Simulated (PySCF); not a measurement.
# Ionisation energy of In by level of theory

In [Kr] 4d10 5s2 5p1 [5p1/2^1, M_J = 1/2] → In⁺ [Kr] 4d10 5s2, as a difference of total energies. Calculation: PySCF 2.14, in x2c-TZVPPall-2c with one added diffuse shell each of s, p, d, f type (9s10p6d3f, 90 functions); the two-component X2C-1e Hamiltonian. Correlated levels: [Kr] frozen; the 14 highest virtual spinors dropped. "Screened" scales the spin-orbit matrix elements by Boettger's factors to mimic the two-electron term; Breit and QED terms are absent.

```
                        method  ionisation energy (eV)
     GHF (screened spin-orbit)                   5.405
    GMP2 (screened spin-orbit)                   5.613
   GCCSD (screened spin-orbit)                   5.669
GCCSD(T) (screened spin-orbit)                   5.683
```

Problem. How much does correlation contribute at GCCSD(T) (screened spin-orbit)?

Solution. 5.683 − (5.405) = 0.278 eV, measured against GHF (screened spin-orbit).

Errors of the correlated levels include the incompleteness of this basis and the frozen core.

For comparison: 5.786 eV (measured; NIST Atomic Spectra Database, ionization energies).
